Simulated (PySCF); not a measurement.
## Ga: fine-structure interval

Ga [Ar] 3d10 4s2 4p1 [4p1/2^1, M_J = 1/2] → Ga [Ar] 3d10 4s2 4p1 [4p3/2^1, M_J = 3/2], as a difference of total energies. All numbers are calculated (PySCF 2.14, the two-component X2C-1e Hamiltonian, in x2c-TZVPall-2c with one added diffuse shell each of s, p, d type (7s8p5d1f, 63 functions)). Correlated levels: [Ne] frozen. "Screened" scales the spin-orbit matrix elements by Boettger's factors to mimic the two-electron term; Breit and QED terms are absent.

| method | fine-structure interval (cm⁻¹) | error (cm⁻¹) |
| --- | --- | --- |
| GHF (screened spin-orbit) | 1452.4 | +626.2 |
| GMP2 (screened spin-orbit) | 724.47 | -101.7 |
| GHF (bare spin-orbit) | 1495.6 | +669.4 |

Reference: 826.19 cm⁻¹ (measured; NIST Handbook of Basic Atomic Spectroscopic Data (Sansonetti and Martin, J. Phys. Chem. Ref. Data 34, 1559 (2005))).

Errors of the correlated levels include the incompleteness of this basis and the frozen core.

GHF and GMP2 differ strongly here because the two determinants are spin-polarised to different degrees; the interval is a small difference of such terms.
